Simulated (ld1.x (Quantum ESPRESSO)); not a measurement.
# Varying the PAW potential for B

Base potential:

boron, PAW, made with ld1.x (Quantum ESPRESSO) 7.5 (PBEsol, scalar-relativistic). Core [He], reference 2s2 2p1. Waves: 2s (bound): rcut 1.50, rcutus 1.85 bohr; 2s channel at 0.4 Ry: rcut 1.50, rcutus 1.85 bohr; 2p (bound): rcut 3.40, rcutus 4.25 bohr; 2p channel at 0.35 Ry: rcut 3.40, rcutus 4.25 bohr. Local part: all-electron potential smoothed inside 2.80 bohr (lloc = -1). Core correction: a·sin(br)/r model core, default radius (core density twice the valence density). Augmentation charge: PSQ, inside the norm-conserving radii.

All-electron outer shells of the reference configuration (PBEsol, scalar-relativistic, ld1.x):

| shell | level (eV) | outermost node (bohr) | outermost maximum (bohr) |
| --- | --- | --- | --- |
| 1s | -179.55 | – | 0.21 |
| 2s | -9.36 | 0.46 | 1.52 |
| 2p | -3.56 | – | 1.59 |

Cutoffs, loose and tight: the cutoffs (Ry, on a coarse ladder) from which the occupation-weighted sum of valence levels, in a spherical-Bessel basis at the reference potential, stays within 10 and 1 mRy of its value at 400 Ry. They do not see the model core or the augmentation charge, which bear on the density cutoff. Test errors are all-electron minus pseudo excitation energies from the reference, over the configurations 2s2 2p0; 2s1 2p0; 2s2 2p0.5; 2s1 2p1; 2s1 2p2; 2s2 2p1.3; 2s0 2p3. A dash means not determined; rows that change the core or the reference have their own tests.

Cutoffs are not given where the Bessel-basis levels miss the radial ones by over 6 mRy, ghosts where they miss by over 20 mRy; a channel whose overlap is not positive is not tested.

A file whose overlap is not positive is unfit for use, and its test errors describe a broken file.

| change | outcome | cutoff, loose | cutoff, tight | bound ghosts | largest test error (meV) |
| --- | --- | --- | --- | --- | --- |
| base | generated | 6 Ry | 10 Ry | none | +35 |
| local potential all-electron potential smoothed inside 2.10 bohr (lloc = -2) | generated | 6 Ry | 10 Ry | none | -26 |
| reference 2s2 2p0.75 | generated, overlap not positive | – | – | not determined (overlap not positive) | test run stopped at test 2 of 7 (negative rho) |
| wave 2p channel at 0.35 Ry: rcut 3.40, rcutus 4.25 bohr becomes 2p channel at 0.17 Ry: rcut 3.40, rcutus 4.25 bohr | generated | 6 Ry | 10 Ry | none | +35 |
| core none, valence charge 5; reference 1s2 2s1.5 2p1.5; waves now 1s (bound): rcut 0.60, rcutus 0.65 bohr; 2s (bound): rcut 0.60, rcutus 0.65 bohr; 2p (bound): rcut 2.70, rcutus 3.20 bohr; 2p channel at 0.35 Ry: rcut 2.70, rcutus 3.20 bohr; local potential all-electron potential smoothed inside 2.90 bohr (lloc = -1); core correction none | generated | 200 Ry | 260 Ry | none | test run stopped at test 6 of 7 (negative rho), 5 before it not solved |
| functional PBE | generated, overlap not positive | – | – | not determined (overlap not positive) | test run stopped at test 1 of 7 (negative rho) |

(1) What comes out with this change to the base: waves 2s (bound): rcut 1.20, rcutus 1.28 bohr; 2s channel at 0.4 Ry: rcut 1.20, rcutus 1.28 bohr?

(2) What comes out with this change to the base: local potential all-electron potential smoothed inside 4.88 bohr (lloc = -1)?

Answers

(1) outcome: generated; cutoff, loose: 18 Ry; cutoff, tight: 25 Ry; bound ghosts: none; largest test error (meV): -24.

(2) outcome: generated; cutoff, loose: 6 Ry; cutoff, tight: 10 Ry; bound ghosts: none; largest test error (meV): -11.
